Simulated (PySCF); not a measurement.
**Electron correlation in Ca (calcium, neutral)**

[Ar] 4p2, high-spin 3P determinant (an excited configuration). Computed with PySCF 2.14 in aug-cc-pVQZ-X2C, with the spin-free X2C one-electron Hamiltonian (Gaussian nucleus). Frozen: [Ar]; 2 electrons correlated.

With two correlated electrons CCSD is exact within the correlated space (frozen core and kept virtual orbitals).

| level | correlation energy (mhartree) |
| --- | --- |
| CCSD | -13.74 |

Diagnostics: T1 = 0.015, D1 = 0.0212, largest double amplitude 0.252.

A double-excitation amplitude exceeds 0.15, a sign of near-degeneracy.

Cost of the coupled-cluster step: about 15 core-seconds, for 2 correlated electrons.

Iterations:

```
CC2 = 0
CCSD nocc = (np.int64(2), np.int64(0)), nmo = (84, 84)
frozen orbitals [[0, 1, 2, 3, 4, 5, 6, 7, 8], [0, 1, 2, 3, 4, 5, 6, 7, 8]]
max_cycle = 100
direct = 0
conv_tol = 1e-08
conv_tol_normt = 1e-06
diis_space = 8
diis_start_cycle = 0
Init t2, MP2 energy = -0.00484229997518551
Init E_corr(UCCSD) = -0.00484229997840794
cycle = 1  E_corr(UCCSD) = -0.00716991860713878  dE = -0.00232761863  norm(t1,t2) = 0.0619764
cycle = 2  E_corr(UCCSD) = -0.00861159860176343  dE = -0.00144167999  norm(t1,t2) = 0.0467604
cycle = 3  E_corr(UCCSD) = -0.0128027260586614  dE = -0.00419112746  norm(t1,t2) = 0.0376243
cycle = 4  E_corr(UCCSD) = -0.0134008211281699  dE = -0.00059809507  norm(t1,t2) = 0.012124
cycle = 5  E_corr(UCCSD) = -0.013985876467773  dE = -0.00058505534  norm(t1,t2) = 0.0038076
cycle = 6  E_corr(UCCSD) = -0.0134823438591099  dE = 0.000503532609  norm(t1,t2) = 0.00252376
cycle = 7  E_corr(UCCSD) = -0.0137984096338054  dE = -0.000316065775  norm(t1,t2) = 0.00209172
cycle = 8  E_corr(UCCSD) = -0.013784790700681  dE = 1.36189331e-05  norm(t1,t2) = 0.000734036
cycle = 9  E_corr(UCCSD) = -0.0137567122009257  dE = 2.80784998e-05  norm(t1,t2) = 0.00103949
cycle = 10  E_corr(UCCSD) = -0.0137396030383165  dE = 1.71091626e-05  norm(t1,t2) = 0.000165405
cycle = 11  E_corr(UCCSD) = -0.0137378208352706  dE = 1.78220305e-06  norm(t1,t2) = 5.52276e-05
cycle = 12  E_corr(UCCSD) = -0.0137380890086336  dE = -2.68173363e-07  norm(t1,t2) = 3.56988e-05
cycle = 13  E_corr(UCCSD) = -0.0137379806376099  dE = 1.08371024e-07  norm(t1,t2) = 1.58956e-05
cycle = 14  E_corr(UCCSD) = -0.0137380501551542  dE = -6.95175443e-08  norm(t1,t2) = 2.9116e-06
cycle = 15  E_corr(UCCSD) = -0.0137380509043592  dE = -7.49205073e-10  norm(t1,t2) = 1.17915e-06
cycle = 16  E_corr(UCCSD) = -0.0137380444868561  dE = 6.41750314e-09  norm(t1,t2) = 5.74681e-07
UCCSD converged
E(UCCSD) = -679.4970448954413  E_corr = -0.0137380444868561
```
